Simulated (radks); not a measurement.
Initial-state core-level shifts of the antimony ion Sb3+ when its valence configuration changes from [Kr] 4d10 5s2. Method: Dirac Kohn-Sham, LDA (Slater exchange, Perdew-Wang correlation), spin-unpolarised, spherical densities, finite nucleus; open shells fill j = l - 1/2 first; Fermi nuclear charge, rms radius 4.6802 fm; computed with a radial shooting solver on a logarithmic mesh with Libxc functionals. Shifts are changes of the shell-averaged eigenvalues in eV (positive: less bound); the change of the density at the nucleus, which sets a Mossbauer isomer shift, is in e/bohr^3, on a base of 2.081e+05.

| valence | 1s | 3p | 4s | 4p | density at nucleus |
|---|---|---|---|---|---|
| 4d10 5s1 5p1 | -1.205 | -1.223 | -1.207 | -1.196 | -60.34 |
| 4d10 5p2 | -2.382 | -2.423 | -2.390 | -2.368 | -122.31 |
| 4d8 5s2 5p2 | -17.814 | -18.075 | -15.371 | -14.754 | +45.05 |
| 4d9 5s1 5p2 | -9.939 | -10.107 | -8.832 | -8.519 | -43.84 |
| 4d9.5 5s2 5p0.5 | -4.373 | -4.445 | -3.846 | -3.698 | +10.58 |
| 4d10 5s1.5 5p0.5 | -0.606 | -0.615 | -0.606 | -0.601 | -29.98 |
| 4d9 5s2 5p1 | -8.800 | -8.940 | -7.691 | -7.390 | +21.66 |
| 4d9.5 5s1 5p1.5 | -5.545 | -5.640 | -5.020 | -4.860 | -52.28 |
| 4d8.5 5s1 5p2.5 | -14.550 | -14.765 | -12.780 | -12.309 | -35.59 |
